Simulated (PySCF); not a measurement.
## From a computed spectrum to the compound

A species of 4 atoms with charge 0 has these harmonic modes (PBE0, small Gaussian bases with core potentials, PySCF 2.14.0):

```tsv
cm⁻¹	km/mol	symmetry
147	28.8	a'
400	135.2	a'
494	168.7	a''
561	121.4	a'
806	194.4	a'
3947	89.2	a'
```

Q: Which species is it, and in which structure?

A: PrO(OH) (singlet in the valence; each metal's 4f electrons, 2 of them, lie in its core potential, out of spins and levels):
```xyz
4

Pr    0.0801   -0.0134   -0.2134
O     1.3462    0.0598    1.1871
O    -1.9043    0.0513    0.6017
H    -2.3447    0.1056    1.4538
```
Ideal gas at 298.15 K and 1 bar: S = 306.2 J/(mol K), Cp = 60.0 J/(mol K), H − H(0 K) = 13.7 kJ/mol (rigid rotor, harmonic modes, spin degeneracy alone, that of the 4f electrons in the core included). An lcecp potential fixes the number of 4f electrons, so in runs with it no electron can move into or out of that shell.
 The answer isn't unique; the calculation gave this one.
